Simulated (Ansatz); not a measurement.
Si3Sn⁻, relaxed as a doublet with UKS r2SCAN-D4/def2-SVPD in Ansatz, starting from the GFN1-xTB geometry. Force threshold 0.02 eV/Å.

In the def2 sets Sn takes a core potential; there is no spin–orbit coupling. The charge -1 doublet is spin-contaminated (final ⟨S²⟩ up to 0.93, 0.75 for a pure state). The relaxation made no stability test and no search for a lower SCF solution. Another isomer (doublet) lies 1.94 eV lower at PBE0-D4/def2-TZVPD; other spin states weren't run for this one.

Start:

```xyz
4

Si   -0.622    0.410    0.856
Si   -0.644    0.348    0.846
Si    1.560   -1.046   -1.447
Sn   -0.294    0.289   -0.255
```

```tsv
step	energy (eV)	largest force component (eV/Å)	SCF passes
1	-53.4763	568072.263	85
2	-28517.5409	5037.732	122
3	-28613.4605	4384.784	66
4	-29100.4780	1076.326	99
5	-29289.4466	349.747	42
6	-29378.8026	179.457	44
7	-29423.0329	81.664	190
8	-29440.8278	41.014	48
9	-29447.4779	32.457	49
10	-29451.3109	21.609	45
11	-29454.8490	7.283	43
12	-29455.8168	2.006	42
13	-29456.0071	0.719	34
14	-29456.0952	0.384	39
15	-29456.1192	0.119	34
16	-29456.1229	0.024	30
17	-29456.1231	0.015	30
18 (rejected)	-29456.1231	0.023	30
19	-29456.1231	0.007	31
20	-29456.1232	0.012	33
21 (rejected)	-29456.1108	0.114	34
22 (rejected)	-29456.1222	0.087	34
23 (rejected)	-29456.1229	0.033	28
24	-29456.1231	0.010	31
25	-29456.1229	0.014	29
```

Force components are those of the run's own axes.

End:

Cartesian coordinates in Å:
```
Si -1.3988 1.4858 0.5451
Si -0.3577 0.1562 2.0532
Si 1.4888 -1.4191 -2.1632
Sn 0.2677 -0.2229 -0.4351
```

By distances, no bond broke or formed. The bond that changes most is Si1–Si2, from 0.07 to 2.26 Å (atoms count from 1).

The force fell under the threshold at step 17, but the optimiser went on. No frequencies were taken in this run, so the end may be a saddle point.

Hardware: 4 threads of Arm Neoverse N1 on a shared host. Wall time 3.9 min.
